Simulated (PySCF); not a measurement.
## As⁺: ionisation energy

As⁺ [Ar] 3d10 4s2 4p2 (3P) → As²⁺ [Ar] 3d10 4s2 4p1 (2P), as a difference of total energies. Calculation: PySCF 2.14, in x2c-TZVPall (6s5p4d1f, 48 functions); scalar relativity by spin-free X2C-1e. Correlated levels: valence: [Ar] 3d10 frozen. The calculations carry no spin-orbit coupling.

Q: Order these methods by the ionisation energy they give, lowest first.
A. UHF
B. B3LYP
C. MP2 (valence)
D. r2SCAN

A: A (17.939 eV), C (18.313 eV), B (18.499 eV), D (18.685 eV).

The reference lies between the lowest fine-structure levels, while these numbers refer to the centres of the terms.

Errors of the correlated levels include the incompleteness of this basis and the frozen core.

For comparison: 18.589 eV (measured; NIST Atomic Spectra Database, ionization energies).
